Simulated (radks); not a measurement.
Excited configurations of the holmium ion Ho+: one electron is placed in a higher orbital outside [Xe] 4f11. The ground configuration is [Xe] 4f11 6s1. Method: scalar-relativistic Kohn-Sham, r2SCAN, spin-polarised, spherical densities, finite nucleus; open shells are filled with parallel spins first (spin-orbit coupling, left out, can overturn this in heavy ions); meta-GGA in the generalised Kohn-Sham scheme; Fermi nuclear charge, rms radius 5.2022 fm; computed with a radial shooting solver on a logarithmic mesh with Libxc functionals. Excitation = E - E(ground); binding = E(ion) - E, where the ion is the core of charge +2; n* = 2/sqrt(2 binding) in atomic units, and the quantum defect is n - n*.

| outer orbital | excitation (eV) | binding (eV) | n* | eigenvalue (eV) | <r> (bohr) |
|---|---|---|---|---|---|
| 5d | 2.441 | 9.349 | 2.413 | -5.850 | 2.921 |
| 5f | 8.382 | 3.407 | 3.996 | -2.437 | 8.950 |
| 6p | 3.575 | 8.214 | 2.574 | -6.430 | 4.724 |
| 6d | 7.158 | 4.631 | 3.428 | -3.474 | 7.572 |
| 6f | 9.525 | 2.264 | 4.903 | -1.731 | 15.40 |
| 7s | 6.273 | 5.517 | 3.141 | -4.433 | 7.638 |
| 7p | 7.482 | 4.308 | 3.554 | -3.441 | 9.346 |
| 7f | 10.188 | 1.602 | 5.829 | -1.262 | 23.32 |

The Delta-SCF ionisation energy is 11.790 eV (NIST Atomic Spectra Database: 11.78 eV, semi-empirical). Self-interaction in the functional shifts the binding energies and quantum defects, so they are the method's values and not measured ones. Open shells are spherical and high-spin; term and fine-structure splittings are not resolved. Spin-orbit splitting is averaged out at the scalar-relativistic level.
